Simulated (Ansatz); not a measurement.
BClGeH$_{5}$NO, SMILES `OB(Cl)[NH][GeH3]`. The species carries charge 0 and has multiplicity 1.

Cartesian coordinates in Å:
```
O -1.315 -2.173 0.368
B -0.932 -0.868 0.308
Cl -2.141 0.313 0.869
N 0.304 -0.383 -0.147
Ge 0.814 1.399 -0.224
H -0.648 -2.792 0.062
H 0.996 -1.043 -0.467
H 2.242 1.370 -0.794
H -0.125 2.171 -1.159
H 0.806 2.006 1.184
```

Q: List the harmonic frequencies (cm⁻¹, unscaled) at PBE0-D4/def2-TZVP in Ansatz. (Best estimate.)

A: The calculation gave: 102, 110, 127, 323, 378, 410, 502, 541, 608, 635, 651, 777, 857, 873, 883, 988, 1202, 1271, 1470, 2160, 2177, 2179, 3626, 3896.

Q: Is this a minimum?

A: Yes, all 24 modes are real.

Q: Give the ideal-gas thermochemistry at 298.15 K and 1 bar (rigid rotor, harmonic oscillator; point group Cs, symmetry number 1).

A: Zero-point energy 160.0 kJ/mol; H(298) − E = 181.3 kJ/mol; entropy 358.5 J/(mol·K), of which translation 171.7, rotation 118.9, vibration 68.0; G(298) − E = 74.4 kJ/mol.
